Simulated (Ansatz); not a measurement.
Isolated molecules relaxed with PBE0-D4/def2-TZVP in Ansatz; ΔE leaves out vibrations. CBS: MP2 limit from def2 TZ/QZ plus the TZ coupled-cluster correction, frozen cores. Functionals use def2-TZVPP. B3LYP here is the variant with VWN-RPA as its local correlation; programs differ in this. Each species was taken in one conformer, which may not be the lowest.

Reaction (isomerisation): `BC(C)B[SiH3]` → `CB[SiH2]BC`

`BC(C)B[SiH3]`:

Cartesian coordinates in Å:
```
B -0.522 -0.578 1.426
C -0.432 -0.579 -0.127
C -1.612 -1.147 -0.899
B 0.146 0.799 -0.499
Si 1.986 1.427 0.030
H -1.484 -1.041 1.969
H 0.387 -0.176 2.094
H 0.442 -1.276 -0.088
H -1.356 -1.346 -1.942
H -2.439 -0.433 -0.901
H -1.980 -2.077 -0.459
H -0.562 1.569 -1.092
H 2.828 0.359 0.643
H 2.711 1.950 -1.165
H 1.886 2.549 1.009
```

`CB[SiH2]BC`:

```xyz
15

C     2.313    1.321   -0.314
B     1.403    0.413    0.557
Si   -0.573    0.734    0.804
B    -1.371   -0.460   -0.612
C    -1.850   -1.909   -0.332
H     2.841    1.951    0.423
H     3.102    0.779   -0.843
H     1.802    2.002   -0.996
H     1.895   -0.535    1.106
H    -0.923    2.168    0.580
H    -1.028    0.334    2.169
H    -1.472   -0.026   -1.728
H    -1.506   -2.358    0.601
H    -2.946   -1.814   -0.248
H    -1.688   -2.600   -1.165
```

```csv
species,B3LYP energy (Eh)
`BC(C)B[SiH3]`,-421.46340
`CB[SiH2]BC`,-421.47594
```

(1) Work out ΔE.

Largest T1 diagnostic among the species: 0.013.

## Answers

(1) ΔE = (-421.47594) − (-421.46340) = -0.01254 Eh = -0.34 eV. CCSD(T)/CBS gives -0.24 eV.

From PBE to PBE0 (25 % exact exchange), in def2-TZVPP and without D4, ΔE moves by +0.05 eV. The D4 term adds +0.04 eV with B3LYP and +0.02 eV with PBE0; it sums over pairs of atoms, weighted by their polarisabilities, and B3LYP, whose exchange is more repulsive, gets the larger term.
